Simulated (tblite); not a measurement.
Species: C6H9F2 (doublet state).
Cartesian coordinates in Å at the GFN2-xTB level; atoms count from 1:
```xyz
17
C6H9F2 angstrom
C     -2.3530   -0.3282   -1.1771
C     -1.6500    0.6856   -0.2693
C     -0.2225    0.3392   -0.0793
C      0.3831    0.2352    1.1505
C      1.7023   -0.1034    1.3716
C      2.6584   -0.4184    0.2771
F      2.8287    0.6333   -0.5828
F      2.2229   -1.4443   -0.5161
H     -3.3898   -0.0411   -1.3335
H     -2.3296   -1.3166   -0.7252
H     -1.8575   -0.3814   -2.1433
H     -2.1606    0.7451    0.6942
H     -1.7148    1.6715   -0.7454
H      0.3454    0.1527   -0.9779
H     -0.2192    0.4342    2.0287
H      2.0925   -0.1534    2.3732
H      3.6568   -0.6979    0.6447
```

Calculated harmonic vibrations of the isolated species, GFN2-xTB (tblite), most abundant isotopes, no scaling. Errors from tens to a few hundred cm⁻¹ against measured bands are possible. One conformer, not necessarily the lowest. Open shells enter through the occupations alone, without spin polarisation, and single modes of such species can be off by tens of per cent.

Harmonic wavenumbers (cm⁻¹): 36.1, 63.3, 87.8, 133.0, 203.8, 233.4, 281.2, 390.7, 430.9, 448.8, 496.7, 645.6, 733.3, 759.3, 813.6, 909.0, 931.5, 949.4, 962.4, 1029.6, 1050.5, 1066.8, 1150.0, 1204.4, 1217.8, 1255.2, 1258.8, 1279.6, 1294.2, 1334.4, 1406.7, 1429.3, 1460.2, 1495.4, 1499.5, 1508.4, 2900.8, 2909.7, 2980.6, 3040.1, 3042.6, 3046.5, 3048.3, 3100.8, 3123.3.

A = 3611, B = 1017, C = 945.2 MHz; mass 119.067 u (most abundant isotopes); point group C1, symmetry number 1; spin multiplicity 2.

Problem. What is the zero-point energy?

Solution. Half the sum of the wavenumbers: 29322 cm⁻¹ = 350.77 kJ/mol.

Problem. What is S at 298.15 K and 1 bar for an ideal gas of classical rigid rotors and harmonic oscillators?

Solution. Translation 168.47, rotation 120.99, vibration 114.55, spin (R ln 2) 5.76: S = 409.8 J/(mol K).

Problem. And Cp and H(298.15 K) − H(0)?

Solution. Cp = 143.89 J/(mol K), of which vibrations give 110.64 (their classical limit is 45 R = 374.2); H(298.15 K) − H(0) = 27.06 kJ/mol without the zero-point energy, 17.15 from vibrations.

Problem. Which modes carry the vibrational entropy at 298.15 K?

Solution. 36.1 cm⁻¹: 22.85; 63.3 cm⁻¹: 18.21; 87.8 cm⁻¹: 15.52; 133.0 cm⁻¹: 12.14; 203.8 cm⁻¹: 8.78; 233.4 cm⁻¹: 7.75 J/(mol K); the other 39 give 29.30 together.

Problem. What must be added to the electronic energy to get the Gibbs energy at 298.15 K and 1 bar?

Solution. ZPE + [H(298.15 K) − H(0)] − T·S = 350.77 + 27.06 − 122.17 = 255.66 kJ/mol.

Problem. How do the functions run with temperature in this model?

Solution. 
```json
{"T (K)": "150", "S (J/(mol K))": "331.2", "Cp (J/(mol K))": "92.1", "H − H(0) (kJ/mol)": "9.69", "G − H(0) (kJ/mol)": "-39.99", "ln q(vib)": "3.31"}
{"T (K)": "250", "S (J/(mol K))": "386.0", "Cp (J/(mol K))": "126.1", "H − H(0) (kJ/mol)": "20.56", "G − H(0) (kJ/mol)": "-75.95", "ln q(vib)": "5.74"}
{"T (K)": "400", "S (J/(mol K))": "457.3", "Cp (J/(mol K))": "181.1", "H − H(0) (kJ/mol)": "43.64", "G − H(0) (kJ/mol)": "-139.29", "ln q(vib)": "9.20"}
{"T (K)": "600", "S (J/(mol K))": "542.5", "Cp (J/(mol K))": "239.4", "H − H(0) (kJ/mol)": "86.05", "G − H(0) (kJ/mol)": "-239.45", "ln q(vib)": "13.70"}
{"T (K)": "900", "S (J/(mol K))": "651.0", "Cp (J/(mol K))": "294.7", "H − H(0) (kJ/mol)": "166.88", "G − H(0) (kJ/mol)": "-419.02", "ln q(vib)": "20.07"}
```

q(vib) and H(0) count from the zero-point level.

Hindered rotation and anharmonicity are outside this model. Other conformers, if any are populated, would add a mixing term that is left out. The structure is chiral; the term R ln 2 for an equal mix with its mirror image is left out.
